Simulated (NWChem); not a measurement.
The numbers come from NWChem runs, not from measurements. System: neopentane (C$_{5}$H$_{12}$), charge 0, spin multiplicity 1, at a geometry optimised with PBE0/def2-SVP. Level: MP2/def2-SVP, 5 core orbitals frozen.

Input file:

```
start mol
memory heap 200 mb stack 900 mb global 1100 mb
geometry units angstroms nocenter noautoz
  C      1.250315     0.000000     0.883960
  C      0.000000     0.000000     0.000001
  C     -1.250315     0.000000     0.883960
  C      0.000000    -1.250314    -0.883960
  C      0.000000     1.250314    -0.883960
  H      1.279135    -0.889850     1.533425
  H      2.168715     0.000000     0.274856
  H      1.279135     0.889850     1.533425
  H     -2.168715     0.000000     0.274856
  H     -1.279135    -0.889850     1.533425
  H     -1.279135     0.889850     1.533425
  H      0.000000    -2.168715    -0.274858
  H      0.889851    -1.279133    -1.533425
  H     -0.889851    -1.279133    -1.533425
  H      0.889851     1.279133    -1.533425
  H      0.000000     2.168715    -0.274858
  H     -0.889851     1.279133    -1.533425
  symmetry group C2v
end
basis spherical
  * library def2-svp
end
scf
  rhf
  nopen 0
  maxiter 100
  thresh 1e-7
  semidirect memsize 60000000 filesize 0
end
mp2
  freeze core 5
end
task mp2 energy
```

Output (cleaned and shortened):

```
             Northwest Computational Chemistry Package (NWChem) 7.3.0
             --------------------------------------------------------

                                NWChem Input Module
                                -------------------

 Scaling coordinates for geometry "geometry" by  1.889725989
 (inverse scale =  0.529177249)

 Turning off AUTOSYM since
 SYMMETRY directive was detected!

                             Geometry "geometry" -> ""
                             -------------------------

 Output coordinates in angstroms (scale by  1.889725989 to convert to a.u.)

  No.       Tag          Charge          X              Y              Z
 ---- ---------------- ---------- -------------- -------------- --------------
    1 C                    6.0000     1.25031500     0.00000000     0.88396000
    2 C                    6.0000     0.00000000     0.00000000     0.00000100
    3 C                    6.0000    -1.25031500     0.00000000     0.88396000
    4 C                    6.0000     0.00000000    -1.25031400    -0.88396000
    5 C                    6.0000     0.00000000     1.25031400    -0.88396000
    6 H                    1.0000     1.27913500    -0.88985000     1.53342500
    7 H                    1.0000     2.16871500     0.00000000     0.27485600
    8 H                    1.0000     1.27913500     0.88985000     1.53342500
    9 H                    1.0000    -2.16871500     0.00000000     0.27485600
   10 H                    1.0000    -1.27913500    -0.88985000     1.53342500
   11 H                    1.0000    -1.27913500     0.88985000     1.53342500
   12 H                    1.0000     0.00000000    -2.16871500    -0.27485800
   13 H                    1.0000     0.88985100    -1.27913300    -1.53342500
   14 H                    1.0000    -0.88985100    -1.27913300    -1.53342500
   15 H                    1.0000     0.88985100     1.27913300    -1.53342500
   16 H                    1.0000     0.00000000     2.16871500    -0.27485800
   17 H                    1.0000    -0.88985100     1.27913300    -1.53342500

 Effective nuclear repulsion energy (a.u.)     198.2554463215
[...]
     1   1 0 0     -0.000000      0.000000      0.000000
     1   0 1 0      0.000000      0.000000      0.000000
     1   0 0 1      0.000001      0.000000      0.000004

     2   2 0 0    -26.654014      0.000000    135.265436
     2   1 1 0      0.000000      0.000000      0.000000
     2   1 0 1      0.000000      0.000000     -0.000000
     2   0 2 0    -26.654020      0.000000    135.265230
     2   0 1 1      0.000000      0.000000      0.000000
     2   0 0 2    -26.654137      0.000000    135.223957

                   NWChem MP2 Semi-direct Energy/Gradient Module
                   ---------------------------------------------

  Basis functions       =    130
  Molecular orbitals    =    130
  Frozen core           =      5
  Frozen virtuals       =      0
  Active alpha occupied =     16
  Active beta occupied  =     16
  Active alpha virtual  =    109
  Active beta virtual   =    109
  Use MO symmetry       = T
  Use skeleton AO sym   = T

  AO/Fock/Back tols     =   1.0D-09  1.0D-09  1.0D-09

 GA uses MA = F    GA memory limited = T

 Available:
  local mem=  1.26D+08
 global mem=  1.44D+08
 local disk=  0.00D+00
  mp2_memr nvloc                   109
  nvloc new                   109
   1 passes of  16:        3145728                      78948                  49950260.
   1 passes of  16: M    126150762           G      144145400           F     123005034.

 Semi-direct pass number   1 of   1  for RHF alpha+beta  at        1.8s
  vrange nnbf                  8419
  mp2_eaftype                   190  avail_ma_in_mb                  1099
 EAF : mp2_eaftype filesize         190   24975130.
  mp2_eaf for mointskh                    190
Node 0 wrote    117.5 Mb in      0.1 s     Agg I/O rate:  1479.8 Mb/s
 Done moints_semi at        5.5s
  mp2_eaftype                   190  avail_ma_in_mb                   909
 EAF : mp2_eaftype filesize         190   24975130.
  mp2_eaf for kh                   190
 Done maket at        5.8s
 Done multipass loop at        5.8s

          -------------------------------------------
          SCF energy                -196.196101873610
          Correlation energy          -0.738915939886
          Singlet pairs               -0.493233422037
          Triplet pairs               -0.245682517849
          Total MP2 energy          -196.935017813496
          -------------------------------------------

          ---------------------------------------------------
                    Spin Component Scaled (SCS) MP2
          Same spin pairs                     -0.163788345233
          Same spin scaling factor             0.333333333333
          Opposite spin pairs                 -0.575127594653
          Opposite spin scaling fact.          1.200000000000
          SCS-MP2 correlation energy          -0.744749228661
          Total SCS-MP2 energy              -196.940851102271
          ---------------------------------------------------

 -----------------------
 Performance information
 -----------------------

 Timer overhead =  9.60D-08 seconds/call

               Nr. of calls         CPU time (s)                 Wall time (s)                GFlops
             ---------------    -------------------     ------------------------------   -------------------
Name         Min   Avg   Max    Min     Avg     Max     Min     Avg     Max   Mx/calls   Min     Max     Sum
mp2: moin     1     1     1    3.7     3.7     3.7      3.7     3.7     3.7     3.7      0.0     0.0     0.0
mp2: make     1     1     1   0.32    0.32    0.32     0.32    0.32    0.32    0.32      0.0     0.0     0.0
mp2: tota     1     1     1    4.0     4.0     4.0      4.0     4.0     4.0     4.0      0.0     0.0     0.0

 The average no. of pstat calls per process was 3.00D+00
 with a timing overhead of 2.88D-07s

 Task  times  cpu:        5.8s     wall:        5.8s

 Total times  cpu:        5.8s     wall:        5.8s
```
